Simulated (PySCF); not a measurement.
C5H8FO2 (doublet state).
Cartesian coordinates in Å at the GFN2-xTB level; atoms count from 1:
```
atom  x, y, z in Å
C1    -2.7526    0.1235   -0.0484
C2    -1.4159   -0.5772    0.1167
O3    -0.4413    0.4008    0.4668
C4     0.8139   -0.1077    0.6609
O5     1.4893   -0.5256   -0.5412
C6     2.6060    0.3370   -0.3125
C7     1.9069    0.8957    0.8802
F8     2.4941    1.1205    2.0660
H9    -3.0311    0.6165    0.8786
H10   -3.5171   -0.6007   -0.3150
H11   -2.6796    0.8735   -0.8302
H12   -1.1131   -1.0691   -0.8159
H13   -1.4660   -1.3364    0.9120
H14    0.7974   -0.9406    1.3963
H15    2.7704    1.0145   -1.1556
H16    3.5311   -0.2159   -0.1027
```

The hyperfine couplings belong to this conformer and change with its torsions.

The species is `CCO[C@H]1OC[C]1F` [radical].

Computed with PySCF 2.14.0, UKS B3LYP, pcH-1 on C F H O, non-relativistic, mean-field spin-orbit, GIAO. One conformer (not necessarily the lowest) at the GFN2-xTB geometry, without solvent, vibrations or thermal averaging. Couplings are sensitive to structure, and on GFN2-xTB geometries they can be far from those on DFT ones. The SCF solution wasn't tested for stability.

Question: Break the g tensor into its mass correction, gauge correction and orbital-Zeeman/spin–orbit terms.

Answer: 
```json
{"Δg (ppm)": "relativistic mass correction", "1": "-207", "2": "-207", "3": "-207"}
{"Δg (ppm)": "gauge correction", "1": "19", "2": "38", "3": "34"}
{"Δg (ppm)": "orbital Zeeman/spin–orbit", "1": "-123", "2": "1630", "3": "2644"}
{"Δg (ppm)": "total", "1": "-311", "2": "1461", "3": "2471"}
```

So g = 2.00201, 2.00378, 2.00479 and g_iso = 2.00353; the tensor is rhombic: the two nearest values differ by 36 % of g3 − g1. Axes: g2 points within 13° of the C7–F8 bond.

Question: Average each term over the three axes. Which is largest in size?

Answer: The orbital-Zeeman/spin–orbit term 1384, the mass correction -207 and the gauge correction 30 ppm, for a total of 1207 ppm. The orbital-Zeeman/spin–orbit term is the largest in size. The mass correction is the same along every axis, so the anisotropy comes from the other two: their spans along these axes are 19 (gauge) and 2767 ppm (orbital Zeeman/spin–orbit).

Question: What are the electron Larmor frequencies g μB B/h along the three axes at 330 mT?

Answer: 9.2468, 9.2550, 9.2596 GHz for g1, g2 and g3, a range of 12.8 MHz.

Question: In a frozen sample, at which fields do the three g values resonate at 9.5, 34, 94 and 263 GHz (hyperfine left aside), and which band first spreads them over more than twice a line width of 1.0 mT?

Answer: 
```json
{"band": "X", "GHz": "9.5", "B(g3) mT": "338.57", "B(g2) mT": "338.74", "B(g1) mT": "339.04", "spread mT": "0.47"}
{"band": "Q", "GHz": "34.0", "B(g3) mT": "1211.71", "B(g2) mT": "1212.32", "B(g1) mT": "1213.39", "spread mT": "1.68"}
{"band": "W", "GHz": "94.0", "B(g3) mT": "3350.02", "B(g2) mT": "3351.71", "B(g1) mT": "3354.67", "spread mT": "4.65"}
{"band": "J", "GHz": "263.0", "B(g3) mT": "9372.93", "B(g2) mT": "9377.65", "B(g1) mT": "9385.95", "spread mT": "13.02"}
```

The spread grows in proportion to the frequency. W band is the first where it exceeds 2.0 mT.

The Mulliken spin populations are largest on C7 (+0.88) and F8 (+0.07). No atom but C7 exceeds +0.15. The angles at C7 add up to 336.9°, so it is pyramidal.

The HOMO–LUMO gaps are 7.56 eV among the α and 5.52 eV among the β orbitals.
